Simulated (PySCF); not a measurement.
# Structure and vertical S1–T1 gap

The calculation used TDA CAM-B3LYP/aug-cc-pVDZ excited states, vertical, gas phase in PySCF 2.14.0. Geometry: PBE0-D3(BJ)/def2-SVP.

Each molecule in one low-energy conformer.

Q: How does the vertical S1–T1 gap change along this series?
- CC=C=C=C=C(C)OC (H replaced by OCH3)
- CC=C=C=C=C(C)SC (H replaced by SCH3)
- CC=C=C=C=C(C)C(F)(F)F (H replaced by CF3)

A: 
```
             molecule  S1 (eV)    S1 from  f(S1)  T1 (eV)                    T1 from  S1 − T1 (eV)  S0–T1 spin-orbit coupling (cm⁻¹)  S1–T1 spin-orbit coupling (cm⁻¹)
      CC=C=C=C=C(C)OC     3.27  HOMO→LUMO  0.000     2.67                HOMO→LUMO+1          0.60                              0.37                              3.27
      CC=C=C=C=C(C)SC     3.28  HOMO→LUMO  0.000     2.64                HOMO→LUMO+1          0.63                              0.34                             18.60
CC=C=C=C=C(C)C(F)(F)F     3.77  HOMO→LUMO  0.000     2.81  HOMO−1→LUMO / HOMO→LUMO+1          0.96                              0.32                              2.60
```
The vertical S1–T1 gap is lowest for CC=C=C=C=C(C)OC and highest for CC=C=C=C=C(C)C(F)(F)F.
